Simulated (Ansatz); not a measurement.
Consider the redistribution: `F[CH](F)[GeH3]` + `OBC[SiH3]` → `F[CH](F)[GeH2][SiH3]` + `CBO`.

Calculated with Ansatz (gas phase, PBE0-D4/def2-TZVP geometries, no zero-point term in ΔE). CCSD(T)/CBS is the MP2 limit (def2-TZVPP, def2-QZVPP) plus CCSD(T) − MP2 in def2-TZVPP, frozen cores. Functionals use def2-TZVPP. B3LYP here is the variant with VWN-RPA as its local correlation; programs differ in this. For Ge outer-core shells are correlated without core-valence functions, which leaves a few kJ/mol of doubt a bond. Scalar relativity is left out up to krypton. Each species was taken in one conformer, which may not be the lowest.

`F[CH](F)[GeH3]`:

Z-matrix (Å, degrees):
```
C
F 1 1.362
Ge 1 1.997 2 110.1
F 1 1.362 2 107.4 3 119.9
H 1 1.096 2 107.5 3 -124.7
H 3 1.534 1 108.2 2 179.5
H 3 1.534 1 108.2 2 -61.1
H 3 1.532 1 108.1 2 59.2
```

`OBC[SiH3]`:

```xyz
11

O     2.036   -0.845    0.073
B     1.013   -0.392   -0.695
C     0.152    0.791   -0.178
Si   -1.415    0.168    0.653
H     2.491   -1.598   -0.310
H     0.775   -0.941   -1.742
H    -0.181    1.431   -1.002
H     0.687    1.400    0.557
H    -2.263    1.310    1.088
H    -2.210   -0.669   -0.287
H    -1.085   -0.656    1.845
```

`F[CH](F)[GeH2][SiH3]`:

Cartesian coordinates in Å:
```
F -1.710 0.672 1.397
C -1.383 1.088 0.140
F -0.616 2.207 0.271
Ge -0.352 -0.343 -0.807
Si 1.617 -0.830 0.436
H -2.312 1.382 -0.361
H -0.043 0.190 -2.217
H -1.287 -1.558 -0.932
H 1.246 -1.298 1.795
H 2.458 0.388 0.537
H 2.381 -1.899 -0.259
```

`CBO`:

Z-matrix (Å, degrees):
```
C
B 1 1.559
H 1 1.096 2 110.2
H 1 1.092 2 113.4 3 122.1
H 1 1.096 2 110.2 3 -115.8
O 2 1.357 1 119.4 3 -122.1
H 2 1.207 1 121.8 3 57.8
H 6 0.960 2 113.1 1 180.0
```

**Question.** Is it downhill or uphill in electronic energy at CCSD(T)/CBS, and by how much? (Estimate.)

**Answer.** Computed: Downhill: ΔE = -0.14 eV.

**Question.** What do these levels give: PBE-D4, r2SCAN-D4, B2PLYP, PBE0, B3LYP, HF/def2-TZVPP, MP2/def2-TZVPP, SCS-MP2/def2-TZVPP, CCSD(T)/def2-TZVPP, SCS-MP2/def2-QZVPP, HF/CBS(def2), CCSD/CBS(def2)? (Estimate.)

**Answer.** The calculation gave: PBE-D4 -0.22, r2SCAN-D4 -0.17, B2PLYP -0.15, PBE0 -0.19, B3LYP -0.18, HF/def2-TZVPP -0.09, MP2/def2-TZVPP -0.10, SCS-MP2/def2-TZVPP -0.09, CCSD(T)/def2-TZVPP -0.14, SCS-MP2/def2-QZVPP -0.09, HF/CBS(def2) -0.07, CCSD/CBS(def2) -0.14 eV.

Largest T1 diagnostic among the species: 0.012.
